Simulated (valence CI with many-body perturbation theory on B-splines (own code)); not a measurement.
Level structure of W⁶⁸⁺

Calculated by valence CI with perturbative core correlation (CI+MBPT): four valence electrons over a frozen Dirac-Fock core [He], a basis of 11 s, 11 p, 10 d, 8 f, 5 g, 2 h functions for each j, with the one-electron correlation potential Σ1, the two-electron term Σ2, the three-electron term Σ3, Breit, model QED; selected CI, second order for the rest, scaled by the run's own slope (own B-spline code, finite nucleus).

No measured spectrum was set against this ion. As an estimate, large intervals hold to a few tenths of a per cent, small ones and those within an open d or f shell to about a per cent. Among the levels kept, up to 1300 cm⁻¹ of a level comes from second order outside the variational space, and about a tenth of that is noise between levels of different J, which matters for small intervals.

Levels 181 to 219 of 219, with energies above the lowest level, (2s^2 2p1/2^2) J=0. "Leading %" is the weight of the configuration and term that name the level; weights of strongly mixed levels are sums over their largest components and can fall short. In the jj column 3d3/2^4 stands for four electrons in 3d with j = 3/2.

```
No.  Configuration  Term  J  E (eV)  Leading %      g  Second component                   Leading jj
181        2s2p²3d    ³F  3   14258         34  1.013   26 % 2s2p²3d ³G      2s 2p3/2^2 3d3/2 (83 %)
182        2s2p²3d    ³D  2   14259         34  1.056   18 % 2s2p²3d ³F      2s 2p3/2^2 3d3/2 (91 %)
183        2s²2p4d   ³F°  2   14262         75  0.747  20 % 2s²2p4d ¹D°     2s^2 2p1/2 4d3/2 (100 %)
184        2s2p²3d    ³D  2   14266         37  1.071   16 % 2s2p²3d ³F      2s 2p3/2^2 3d3/2 (92 %)
185        2s²2p4d   ³D°  1   14270         50  0.837  33 % 2s²2p4d ¹P°      2s^2 2p1/2 4d3/2 (99 %)
186        2s2p²3d    ³D  1   14271         71  0.766   11 % 2s2p²3d ³P      2s 2p3/2^2 3d3/2 (97 %)
187        2s2p²3d    ³P  1   14280         40  1.293   25 % 2s2p²3d ¹P      2s 2p3/2^2 3d5/2 (85 %)
188        2s2p²3d    ³D  3   14281         44  1.211   24 % 2s2p²3d ¹F      2s 2p3/2^2 3d5/2 (81 %)
189        2s2p²3d    ³P  0   14290         66          34 % 2s2p²3d ¹S      2s 2p3/2^2 3d3/2 (55 %)
190        2s2p²4s    ⁵P  1   14293         40  1.998   31 % 2s2p²4s ³S         2s 2p1/2^2 4s (97 %)
191        2s2p²3d    ³D  2   14293         38  1.248   17 % 2s2p²3d ¹D      2s 2p3/2^2 3d5/2 (85 %)
192        2s2p²4s    ³P  0   14302         68          32 % 2s2p²4s ¹S        2s 2p1/2^2 4s (100 %)
193        2s²2p4d   ³P°  2   14314         48  1.288  35 % 2s²2p4d ³D°     2s^2 2p1/2 4d5/2 (100 %)
194        2s²2p4d   ³F°  3   14315         45  1.097  33 % 2s²2p4d ¹F°     2s^2 2p1/2 4d5/2 (100 %)
195        2s2p²4p   ³P°  0   14330         52         41 % 2s2p²4p ⁵D°     2s 2p1/2^2 4p1/2 (100 %)
196        2s²2p4f    ³G  3   14330         73  0.810   19 % 2s²2p4f ¹F     2s^2 2p1/2 4f5/2 (100 %)
197        2s2p²4p   ³P°  1   14331         33  1.341  21 % 2s2p²4p ⁵D°      2s 2p1/2^2 4p1/2 (99 %)
198        2s²2p4f    ³F  2   14331         45  0.887   33 % 2s²2p4f ¹D     2s^2 2p1/2 4f5/2 (100 %)
199        2s²2p4f    ³G  4   14353         39  1.076   31 % 2s²2p4f ¹G      2s^2 2p1/2 4f7/2 (95 %)
200        2s²2p4f    ³D  3   14353         54  1.200   30 % 2s²2p4f ³F     2s^2 2p1/2 4f7/2 (100 %)
201        2s2p²3d    ³F  4   14355         57  1.169   14 % 2s2p²3d ¹G      2s 2p3/2^2 3d5/2 (91 %)
202        2s2p²3d    ³D  3   14359         72  1.266    6 % 2s2p²3d ³F      2s 2p3/2^2 3d5/2 (98 %)
203        2s2p²3d    ³D  3   14364         47  1.244   19 % 2s2p²3d ¹F      2s 2p3/2^2 3d5/2 (97 %)
204        2s2p²3d    ¹D  2   14374         47  1.066   28 % 2s2p²3d ³D      2s 2p3/2^2 3d5/2 (97 %)
205        2s2p²3d    ³P  1   14377         35  1.163   30 % 2s2p²3d ¹P      2s 2p3/2^2 3d5/2 (96 %)
206        2s2p²3d    ³P  2   14390         16  1.258   13 % 2s2p²3d ¹D      2s 2p3/2^2 3d5/2 (57 %)
207          2p³3p    ⁵P  3   14392         54  1.377     24 % 2p³3p ³F   2p1/2 2p3/2^2 3p3/2 (98 %)
208          2p³3p    ³P  0   14394         99                            2p1/2 2p3/2^2 3p3/2 (99 %)
209          2p³3p    ³D  2   14397         17  1.296     14 % 2p³3p ³P   2p1/2 2p3/2^2 3p3/2 (57 %)
210          2p³3p    ¹P  1   14410         50  0.963     26 % 2p³3p ³D   2p1/2 2p3/2^2 3p3/2 (97 %)
211          2p³3p    ³D  3   14415         68  1.198     29 % 2p³3p ¹F   2p1/2 2p3/2^2 3p3/2 (98 %)
212          2p³3p    ³F  4   14416         96  1.218                     2p1/2 2p3/2^2 3p3/2 (96 %)
213          2p³3p    ³P  1   14450         78  1.447     11 % 2p³3p ¹P  2p1/2 2p3/2^2 3p3/2 (100 %)
214          2p³3p    ¹D  2   14463         51  1.134     27 % 2p³3p ³P   2p1/2 2p3/2^2 3p3/2 (99 %)
215          2p³3d   ⁵D°  1   14476         47  1.035    38 % 2p³3d ³D°  2p1/2 2p3/2^2 3d3/2 (100 %)
216          2p³3d   ³F°  2   14477         41  1.052    36 % 2p³3d ⁵D°   2p1/2 2p3/2^2 3d3/2 (99 %)
217          2p³3d   ⁵D°  0   14478         55           23 % 2p³3d ¹S°   2p1/2 2p3/2^2 3d3/2 (99 %)
218          2p³3d   ³G°  3   14483         41  1.064    24 % 2p³3d ³D°   2p1/2 2p3/2^2 3d3/2 (99 %)
219          2p³3p    ³P  1   14485         51  1.488     28 % 2p³3p ³S  2p1/2 2p3/2^2 3p3/2 (100 %)
```

Where two levels of one J and parity lie close, their mixing, g and order are uncertain.
